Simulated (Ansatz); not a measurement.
Problem. Name a neutral molecule of O, Si and H with LUMO energy (B3LYP/def2-TZVPP) between 0.00 and 0.30 eV and HOMO energy (PBE/def2-TZVPP) between -7.35 and -7.05 eV (Ansatz, PBE0-D4/def2-TZVP geometry).

Solution. `O[Si](O)(O)O` (0.06 eV, -7.34 eV). Other molecules can fit too; these were computed, each in one conformer that needn't be the lowest.

B3LYP here is the variant with VWN-RPA as its local correlation; programs differ in this.
